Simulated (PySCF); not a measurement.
PySCF job for Si(H)(F)(Me)(OMe) (C₂H₇FOSi), SMILES F[SiH](C)OC, B3LYP/pcSseg-1. Geometry optimised at B3LYP-D3(BJ)/def2-SVP. This is a generated structure with no PubChem entry under its InChIKey; it may be hypothetical. The values are those of a single conformer.

```python
import numpy as np
from pyscf import gto, scf, dft
from pyscf.prop.nmr import rks as nmr

mol = gto.M(
    atom='''
    Si    0.47945876    0.08570176   -0.25488221
    C     1.88945310   -0.23221124    0.90625908
    F     0.12244719    1.67867867   -0.25119833
    O    -0.83099689   -0.76096283    0.28896748
    C    -2.08450968   -0.84223805   -0.35432536
    H     0.76110134   -0.25636284   -1.67535191
    H     2.16932936   -1.29748732    0.89435292
    H     2.77284650    0.36204288    0.62410891
    H     1.60384586    0.03671638    1.93547787
    H    -2.63426414    0.11322805   -0.28842629
    H    -2.68512944   -1.62203708    0.13872847
    H    -1.98386216   -1.10963441   -1.42309610
    ''',
    basis='pcSseg-1',
    charge=0,
    spin=0,
    max_memory=1600,
    verbose=3,
)
mf = dft.RKS(mol, xc='b3lyp')
mf.grids.level = 3
mf.conv_tol = 1e-10
mf.max_cycle = 100
mf.kernel()
n = nmr.NMR(mf)
n.verbose = 2
n.max_cycle_cphf = 60
sigma = n.kernel()
print('atom   isotropic/ppm   span/ppm')
for i, s in enumerate(sigma):
    w = np.linalg.eigvalsh((s + s.T) / 2)
    print(f'{mol.atom_symbol(i):2s}{i + 1:3d} {w.mean():14.3f} {w[2] - w[0]:11.3f}')
```

Output:

```
converged SCF energy = -545.088330956528
atom   isotropic/ppm   span/ppm
Si  1        345.058      83.579
C   2        181.137      15.791
F   3        329.626     111.433
O   4        282.813     135.626
C   5        124.416      81.622
H   6         26.605       7.884
H   7         31.280      10.511
H   8         31.247      10.703
H   9         30.927      10.175
H  10         27.451      10.696
H  11         27.547      10.308
H  12         27.710       9.631
```

The run converged.
